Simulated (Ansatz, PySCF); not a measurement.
Stepwise substitution at one centre (B OH-SH). All species are isolated molecules in the gas phase. One relaxed conformer stands for each flexible species; it need not be the lowest. Strings in code marks are SMILES.

Quantity: redistribution energy (mixed species minus the weighted end members), in kJ/mol.

Level 1: B3LYP/3-21G // PBE-D3(BJ)/def2-TZVP (PySCF)
Level 2: PBE/6-31G* // PBE-D3(BJ)/def2-TZVP (PySCF)
Level 3: HF/3-21G // PBE-D3(BJ)/def2-TZVP (PySCF)
Level 4: HF/cc-pVTZ // PBE-D3(BJ)/def2-TZVP (Ansatz, an electronic-structure program)

```json
[
 {"species": "1 of 3 OH replaced by SH: `OB(O)S`", "level 1": "-4.89", "level 2": "4.00", "level 3": "0.64", "level 4": "6.43"},
 {"species": "2 of 3 OH replaced by SH: `OB(S)S`", "level 1": "-14.35", "level 2": "-3.33", "level 3": "-8.34", "level 4": "0.27"}
]
```
